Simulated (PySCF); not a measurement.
Radial density of I²⁺ (iodine, charge +2)

B3LYP, [Kr] 4d10 5s2 5p3, high-spin 4S determinant. Calculation: PySCF 2.14, in aug-cc-pV5Z-PP with ECP28MDF (8s8p6d4f3g2h, 139 functions); a scalar-relativistic core potential. This is the valence pseudo-density: the core potential removes the inner electrons and smooths the orbitals near the nucleus.

| r (bohr) | 4πr²ρ (e/bohr) | 4πr²(ρα − ρβ) |
| --- | --- | --- |
| 0.00218 | 1.736e-05 | 0.0000 |
| 0.00367 | 4.595e-05 | 0.0000 |
| 0.00618 | 0.0001141 | 0.0000 |
| 0.0104 | 0.0002637 | 0.0000 |
| 0.0175 | 0.0005345 | 0.0000 |
| 0.0294 | 0.0009167 | 0.0000 |
| 0.0495 | 0.001416 | 0.0000 |
| 0.0832 | 0.003764 | 0.0001 |
| 0.140 | 0.02845 | 0.0007 |
| 0.235 | 0.3775 | 0.0080 |
| 0.396 | 5.963 | 0.1418 |
| 0.666 | 26.79 | 0.3682 |
| 1.12 | 12.73 | 0.1733 |
| 1.88 | 3.897 | 1.8492 |
| 3.17 | 0.7223 | 0.5488 |
| 5.33 | 0.009577 | 0.0088 |

Energies and moments cover only the electrons outside the core potential.
